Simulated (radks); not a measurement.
Values are calculated unless marked as measured or tabulated.
Problem. Species: Co II. Configuration: [Ar] 3d8. Code: a radial shooting solver on a logarithmic mesh with Libxc functionals. Model: scalar-relativistic Kohn-Sham, Slater X-alpha with alpha = 0.767, spin-polarised, spherical densities, finite nucleus; open shells are filled with parallel spins first; Fermi nuclear charge, rms radius 3.7875 fm. Some entries of the table are withheld. Estimate them.

orbital  occ.  eigenvalue (hartree)  <r> (bohr)  r(max) (bohr)
1s up       1             -279.6418     0.05620        0.03680
1s down     1             -279.6416     0.05620        0.03680
2s up       1             -33.30001      0.2554         0.2130
2s down     1             -33.25196      0.2552         0.2129
2p up       3             -28.62669      0.2245         0.1715
2p down     3             -28.58987      0.2242         0.1714
3s up       1              -3.93803         (1)         0.6681
3s down     1              -3.83894         (2)         0.6686
3p up       3              -2.60205      0.8189         0.6770
3p down     3              -2.50516      0.8220         0.6778
3d up       5              -0.50352       1.092         0.6683
3d down     3              -0.41788       1.146         0.6738

Solution. 
(1) 3s up <r> (bohr): 0.7758
(2) 3s down <r> (bohr): 0.7774
